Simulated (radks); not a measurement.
Effect of the nuclear size on the titanium ion Ti+, [Ar] 3d2 4s1. Calculated with a radial shooting solver on a logarithmic mesh with Libxc functionals: Dirac Kohn-Sham, PBE, spin-unpolarised, spherical densities, finite nucleus; open shells fill j = l - 1/2 first; Fermi nuclear charge, rms radius 3.5921 fm. The rms radius is varied about that value; shifts are against it.

rms radius (fm)  total energy shift (eV)  density at nucleus (e/bohr^3)  1s1/2 shift (meV)  2s1/2 shift (meV)  2p1/2 shift (meV)  3s1/2 shift (meV)
3.1431                           -0.0115                           8532              -4.84             -0.404              0.053             -0.053
3.2365                          -0.00919                           8524              -3.88             -0.325              0.043             -0.043
3.5921                                 0                           8496              0.000              0.000              0.000              0.000
3.7861                           0.00541                           8483               2.28              0.191             -0.025              0.025
4.0806                            0.0141                           8463               5.97              0.499             -0.066              0.066

Slopes of the eigenvalues against <r^2> in GHz/fm^2, as finite differences over the two radii next to the reference (eigenvalue slopes, not the field-shift constants of lines): 1s1/2 386, 2s1/2 32.3, 2p1/2 -4.27, 3s1/2 4.25.
